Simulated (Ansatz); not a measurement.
A structure relaxed at PBE0-D4/def2-TZVP, charge 0, multiplicity 1:

```tsv
atom	x (Å)	y (Å)	z (Å)
C1	0.648	-0.716	-1.483
Si2	0.342	-0.662	0.355
B3	0.359	0.791	1.591
C4	-0.764	1.061	0.678
Br5	-2.510	1.656	1.207
H6	-0.219	-1.109	-2.018
H7	1.490	-1.387	-1.678
H8	0.901	0.268	-1.880
H9	-0.029	-2.017	0.851
H10	0.452	0.885	2.769
H11	-0.670	1.231	-0.393
```

**Question.** Give its formula and SMILES.

**Answer.** C2H6BBrSi, `C[Si@H]1B[C@@H]1Br`.

**Question.** Summarise the bond lengths by kind.

**Answer.** 2 × C–Si 1.864 to 2.073 Å; 4 × C–H 1.089 to 1.094 Å; 1 × B–Si 1.908 Å; 1 × H–Si 1.489 Å; 1 × B–C 1.472 Å; 1 × B–H 1.186 Å; 1 × Br–C 1.919 Å.

Results of the Gaussian-basis code of Ansatz.
